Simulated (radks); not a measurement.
Q: Sn3+, configuration [Kr] 4d10 5s1. Calculated with a radial shooting solver on a logarithmic mesh with Libxc functionals: Dirac Kohn-Sham, BLYP, spin-unpolarised, spherical densities, point nucleus. Some entries of the table are withheld. Estimate them.

orbital,occ.,eigenvalue (hartree),<r^2> (bohr^2)
1s1/2,2,-1066.819,0.001143
2s1/2,2,(1),0.01851
2p1/2,2,-151.3369,0.01376
2p3/2,4,-142.8565,0.01506
3s1/2,2,-32.11495,0.1317
3p1/2,2,-27.81335,(2)
3p3/2,4,-26.26514,(3)
3d3/2,4,-18.65863,0.1161
3d5/2,6,-18.33900,0.1186
4s1/2,2,-5.99456,(4)
4p1/2,2,(5),0.8538
4p3/2,4,(6),0.9133
4d3/2,4,-2.03960,1.364
4d5/2,6,-2.00047,1.398
5s1/2,1,-1.32794,(7)

A: 
(1) 2s1/2 eigenvalue (hartree): -161.9262
(2) 3p1/2 <r^2> (bohr^2): 0.1266
(3) 3p3/2 <r^2> (bohr^2): 0.1351
(4) 4s1/2 <r^2> (bohr^2): 0.7572
(5) 4p1/2 eigenvalue (hartree): -4.56327
(6) 4p3/2 eigenvalue (hartree): -4.28345
(7) 5s1/2 <r^2> (bohr^2): 5.064
